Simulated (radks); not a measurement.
Effect of the nuclear size on neutral molybdenum, [Kr] 4d5 5s1. Calculated with a radial shooting solver on a logarithmic mesh with Libxc functionals: Dirac Kohn-Sham, exchange-only LDA, spin-unpolarised, spherical densities, finite nucleus; open shells fill j = l - 1/2 first; Fermi nuclear charge, rms radius 4.4091 fm. The rms radius is varied about that value; shifts are against it.

rms radius (fm),total energy shift (eV),density at nucleus (e/bohr^3),1s1/2 shift (meV),2s1/2 shift (meV),4s1/2 shift (meV),4p1/2 shift (meV)
3.6507,-0.467,9.233e+04,-197,-21.1,-0.617,0.051
4.0652,-0.221,9.125e+04,-93.6,-10.0,-0.292,0.024
4.4091,0,9.046e+04,0.000,0.000,0.000,0.000
4.8324,0.295,8.957e+04,125,13.3,0.389,-0.032
5.2336,0.596,8.88e+04,252,26.9,0.787,-0.065

Slopes of the eigenvalues against <r^2> in GHz/fm^2, as finite differences over the two radii next to the reference (eigenvalue slopes, not the field-shift constants of lines): 1s1/2 7730, 2s1/2 827, 4s1/2 24.1, 4p1/2 -2.00.
